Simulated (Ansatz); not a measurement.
The cluster Cu2Br4, relaxed as a singlet with RKS r2SCAN-D4/def2-SVP in Ansatz, starting from the GFN1-xTB geometry. Force threshold 0.02 eV/Å.

The relaxation made no stability test and no search for a lower SCF solution. No other spin state of charge 0 was run. The structure comes from a short search, and lower isomers may exist.

Start:

```xyz
6

Cu    0.432   -0.199   -1.370
Cu   -0.359    0.122    1.403
Br   -1.116   -1.541   -0.138
Br    0.601    0.075   -3.605
Br    1.770    0.622    0.431
Br   -1.328    0.921    3.279
```

```
step   energy (eV)  largest force component (eV/Å)  SCF passes
   1  -369424.6348                           0.456          42
   2  -369424.6646                           0.106          27
   3  -369424.6665                           0.012          28
   4  -369424.6667                           0.010          28
   5  -369424.6677                           0.033          31
   6  -369424.6684                           0.053          32
   7  -369424.6692                           0.062          32
   8  -369424.6701                           0.053          32
   9  -369424.6716                           0.057          32
  10  -369424.6738                           0.094          33
  11  -369424.6802                           0.225          36
  12  -369424.6875                           0.403          34
  13  -369424.6984                           0.402          34
  14  -369424.7289                           0.225          30
  15  -369424.7382                           0.137          32
  16  -369424.7505                           0.048          31
  17  -369424.7531                           0.010          28
```

Force components are those of the run's own axes.

End:

```xyz
6

Cu    0.5396   -0.0168   -1.2119
Cu   -0.5343    0.0118    1.2134
Br   -1.4215   -1.1757   -0.5827
Br    0.7324   -0.5397   -3.3893
Br    1.4382    1.1506    0.5901
Br   -0.7544    0.5698    3.3804
```

By distances, no bond broke or formed. The bond that changes most is Cu1–Br5, from 2.39 to 2.33 Å (atoms count from 1). The end is the same structure that another start reached, the lowest one found.

The force fell under the threshold at step 3, but the optimiser went on and released 0.087 eV more. No frequencies were taken in this run, so the end may be a saddle point.

Run time 2.1 min (4 threads of Intel Xeon Platinum 8259CL on a shared host).
